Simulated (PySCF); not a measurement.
# How strong are the bonds of `C=CCC(=O)OC` (C5H8O2)?

Parent: `C=CCC(=O)OC` (C5H8O2). Atom numbers as in the mapped SMILES `[CH2:1]=[CH:2][CH2:3][C:4](=[O:5])[O:6][CH3:7]`.

Energies: M06-2X/def2-TZVP (PySCF, density fitting, integration grid level 3) on PBE0-D3(BJ)/def2-SVP structures. Thermal corrections: GFN2-xTB frequencies, unscaled, ideal gas at 298.15 K and 1 bar, quasi-RRHO entropy. These were taken at the GFN2-xTB minima.

| bond | r / Å | radicals | BDE(298 K) / eV | BDFE / eV | D₀ / eV | Dₑ / eV |
| --- | --- | --- | --- | --- | --- | --- |
| C3–C4 | 1.509 | `[CH2]C=C` + `CO[C]=O` | 3.47 | 2.92 | 3.44 | 3.65 |
| C2–C3 | 1.494 | `[CH]=C` + `[CH2]C(=O)OC` | 4.12 | 3.56 | 4.08 | 4.38 |
| C7–H | 1.096 | `[CH2]OC(=O)CC=C` + H• | 4.28 | 3.92 | 4.22 | 4.61 |
| C4–O6 | 1.337 | `C=CC[C]=O` + `C[O]` | 4.36 | 3.80 | 4.32 | 4.62 |
| C1–H | 1.095 | `[CH]=CCC(=O)OC` + H• | 4.74 | 4.37 | 4.67 | 5.07 |

Homolysis to relaxed radicals in the gas phase; the table need not hold every single bond outside rings.

Weakest of these: C3–C4 (3.47 eV); strongest: C1–H (4.74 eV).

Known limits: the order of C7–H and C4–O6 is undecided: the gaps lie inside the method's error (some 10 kJ/mol, one structure a species); radicals beside a multiple bond are drawn in one resonance form, and their spin spreads.

Hardware: 1 thread of Arm Neoverse V2, shared with other jobs. Command: `OMP_NUM_THREADS=1 python redox_run.py task.json out`. Structures, frequencies and single points: 12 min.
